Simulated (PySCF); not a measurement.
C₄H₄Cl₂F (doublet state).
Numbering: `[F:1][C@:2]1([Cl:3])[CH2:4][C:5]1[CH2:6][Cl:7]` (hydrogens: H8, H9 on C4; H10, H11 on C6)

Geometry (GFN2-xTB, Å), atoms numbered from 1 in this order:
```xyz
11
C4H4Cl2F angstrom
F     -1.2368   -1.9494    0.8786
C     -0.8699   -0.6643    0.6355
Cl    -1.2620    0.3379    2.0364
C     -1.0558   -0.1340   -0.7714
C      0.2781   -0.3715   -0.2013
C      1.5313    0.3260   -0.1037
Cl     1.2510    2.1252    0.2521
H     -1.4013    0.8816   -0.9297
H     -1.4564   -0.8409   -1.4881
H      2.0741    0.3270   -1.0480
H      2.1530   -0.0348    0.7136
```

The hyperfine couplings belong to this conformer and change with its torsions.

Computed with PySCF, UKS B3LYP, pcH-1 on C Cl F H, non-relativistic, mean-field spin-orbit, GIAO. Isolated species at its GFN2-xTB geometry (one conformer only). Couplings are sensitive to structure, and on GFN2-xTB geometries they can be far from those on DFT ones. No stability test was run, so a lower SCF solution isn't excluded.

**Question.** What is the g tensor, term by term?

**Answer.** 
```
                    Δg (ppm)     1     2     3
relativistic mass correction  -185  -185  -185
            gauge correction     8    34    20
   orbital Zeeman/spin–orbit  2200  4415  4633
                       total  2023  4264  4468
```

So g = 2.00434, 2.00658, 2.00679 and g_iso = 2.00590; the tensor is close to axial: the two nearest values differ by 8 % of g3 − g1. 

**Question.** At 9.431 GHz, how far is the centre of the isotropic spectrum from where a free electron (g = 2.002319) resonates?

**Answer.** B = hν/(g μB) with μB/h = 13.99624 MHz/mT gives 336.52 mT for the free electron and 335.92 mT at g_iso, 0.60 mT lower.

**Question.** What are the electron Larmor frequencies g μB B/h along the three axes at 330 mT?

**Answer.** 9.2576, 9.2679, 9.2689 GHz for g1, g2 and g3, a range of 11.3 MHz.

**Question.** In a frozen sample, at which fields do the three g values resonate at 9.5, 34, 94 and 263 GHz (hyperfine left aside), and which band first spreads them over more than twice a line width of 0.5 mT?

**Answer.** 
```json
{"band": "X", "GHz": "9.5", "B(g3) mT": "338.23", "B(g2) mT": "338.26", "B(g1) mT": "338.64", "spread mT": "0.41"}
{"band": "Q", "GHz": "34.0", "B(g3) mT": "1210.50", "B(g2) mT": "1210.63", "B(g1) mT": "1211.98", "spread mT": "1.48"}
{"band": "W", "GHz": "94.0", "B(g3) mT": "3346.69", "B(g2) mT": "3347.03", "B(g1) mT": "3350.77", "spread mT": "4.08"}
{"band": "J", "GHz": "263.0", "B(g3) mT": "9363.60", "B(g2) mT": "9364.55", "B(g1) mT": "9375.02", "spread mT": "11.42"}
```

The spread grows in proportion to the frequency. Q band is the first where it exceeds 1.0 mT.

The largest Mulliken spin populations are on C5 (+0.85), Cl7 (+0.12) and C6 (-0.06). No atom but C5 exceeds +0.15. The angles at C5 add up to 338.6°, so it is pyramidal.

The HOMO–LUMO gaps are 6.84 eV among the α and 4.24 eV among the β orbitals.
